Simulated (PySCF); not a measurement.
This script is equivalent to a calculation on Te (tellurium, neutral).

```python
from pyscf import gto, scf, dft, mp, cc
import basis_set_exchange as bse
mol = gto.M(atom="Te 0 0 0", charge=0, spin=2, symmetry="D2h",
            basis=gto.basis.parse(bse.get_basis("aug-cc-pVQZ-DK3", elements=["Te"], fmt="nwchem")),
            nucmod="G")
mf = dft.UKS(mol, xc="PBE0").sfx2c1e()
mf.irrep_nelec = {'Ag': (9, 9), 'B1g': (2, 2), 'B2g': (2, 2), 'B3g': (2, 2), 'B1u': (4, 3), 'B2u': (4, 4), 'B3u': (4, 3)}
mf.kernel()
```

What total energy does it give?

-6793.11 hartree (calculated).

Which occupied shell lies highest, and where?

5p β, at -6.289 eV.

What is ⟨S²⟩, and what would a pure spin state give?

2.005, against 2.00.
